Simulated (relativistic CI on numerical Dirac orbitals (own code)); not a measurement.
## Radial parameters of Sn32+

These numbers are calculated, not measured: Dirac-Coulomb-Breit CI, separate exchange-only KLI orbitals for each configuration, QED by a radiative potential, unscaled Slater integrals (own radial code, finite nucleus).

Slater integrals F^k, G^k are unscaled and averaged over j, outside the closed core [Ne]; ζ comes from projecting the Hamiltonian with its Breit term on Σ l·s of the shell.

- 3s2 3p5 3d: ζ(3p) = 285010, F^2(3p,3d) = 330170, G^1(3p,3d) = 351560, G^3(3p,3d) = 235210, ζ(3d) = 37416 cm⁻¹; <r>(3p) = 0.3014, <r^2>(3p) = 0.1048, <r>(3d) = 0.2681, <r^2>(3d) = 0.08324 (bohr units).
- 3s 3p6 3d: G^2(3s,3d) = 263700, ζ(3d) = 37669 cm⁻¹; <r>(3s) = 0.3096, <r^2>(3s) = 0.1092, <r>(3d) = 0.2684, <r^2>(3d) = 0.08342 (bohr units).
- 3s2 3p5 4s: ζ(3p) = 289370, G^1(3p,4s) = 42452 cm⁻¹; <r>(3p) = 0.2993, <r^2>(3p) = 0.1034, <r>(4s) = 0.5915, <r^2>(4s) = 0.3933 (bohr units).

Averages of the first 10 configurations, taken without configuration mixing, which lowers the lowest level and can move excited configurations by several eV; other configurations of the list can lie among them:

| Configuration | Parity | States | Average energy above the lowest level (eV) |
| --- | --- | --- | --- |
| 3s2 3p6 | even | 1 | 0.3 |
| 3s2 3p5 3d | odd | 60 | 178.0 |
| 3s 3p6 3d | even | 20 | 334.8 |
| 3s2 3p5 4s | odd | 12 | 949.4 |
| 3s2 3p5 4p | even | 36 | 1006.6 |
| 3s2 3p5 4d | odd | 60 | 1079.3 |
| 3s 3p6 4s | even | 4 | 1107.2 |
| 3p6 3d 4p | odd | 60 | 1497.9 |
| 3p6 3d2 | even | 45 | 676.5 |
| 3p5 3d3 | odd | 720 | 852.6 |
